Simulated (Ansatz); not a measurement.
# The atomisation energy (no zero-point term) down a group: C to Sn

One atom is swapped for its congeners: C2H6 (ethane) `CC`; SiH3(CH3) (methylsilane); GeH3(CH3) (methyl germane); SnH3(CH3). All are singlets with charge 0.

Shapes, held fixed at every level: PBE0-D4/def2-TZVP. Programs: Ansatz 0.2.0. Values in eV.

```
               level   C2H6  GeH3(CH3)  SnH3(CH3)
         HF/def2-SVP  24.19      19.85      18.16
r2SCAN-D4/def2-TZVPP  30.90      25.94      24.27
 BHLYP-D4/def2-TZVPP  30.44      25.56      23.98
  wB97M-V/def2-TZVPP  30.94      25.86      24.35
  wB97X-V/def2-TZVPP  30.88      26.04      24.50
        MP2/def2-SVP  29.68      24.47      22.73
  CCSD(T)/def2-TZVPP  30.33      25.63      24.04
```

Task: Estimate the column for SiH3(CH3) from its neighbours.

Result: The mean of the neighbours at CCSD(T)/def2-TZVPP is 27.98 eV, against 26.74 from the run: the member lies nearer Ge. All rows: HF/def2-SVP 21.20; r2SCAN-D4/def2-TZVPP 27.23; BHLYP-D4/def2-TZVPP 27.00; wB97M-V/def2-TZVPP 27.31; wB97X-V/def2-TZVPP 27.37; MP2/def2-SVP 25.66; CCSD(T)/def2-TZVPP 26.74 eV. At CCSD(T)/def2-TZVPP the atomisation energy falls at every step, from 30.33 to 24.04 eV. Every level shows the same order. For atoms past krypton def2 sets carry core potentials with scalar relativity. Relativity is left out for Ge unless named. Correlated rows may include outer-core shells of Ge, Sn, which these sets cover unevenly. Spin-orbit coupling, which grows down the group, is left out (summed over each molecule's free atoms 0.01, 0.02, 0.12, 0.31 eV).
